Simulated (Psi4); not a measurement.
Psi4 was given this input:
```
memory 2 GB

molecule {
0 1
  Si    1.58554558   -0.29465325    0.09305373
  O    -0.00374610   -0.02898376   -0.03187953
  Si   -1.58414102    0.30551525   -0.08108531
  H     1.99636140   -0.92391127   -1.16028168
  H     2.22242187    1.00620543    0.29041493
  H     1.77723671   -1.17669751    1.24269936
  H    -2.21375802   -0.47470673    0.98249776
  H    -2.04757203   -0.09473461   -1.40797725
  H    -1.72438507    1.74364671    0.14012516
}

set basis 6-31g

energy('fno-ccsd(t)')
print_variables()
```

What does this run give for the MP2 correlation energy, coupled-cluster correlation energy (without the perturbative part), nuclear repulsion energy, total energy, number of basis functions?


- MP2 correlation energy = -0.2332 Eh
- coupled-cluster correlation energy (without the perturbative part) = -0.2653 Eh
- nuclear repulsion energy = 159.8780 Eh
- total energy = -656.3784 Eh
- number of basis functions = 47
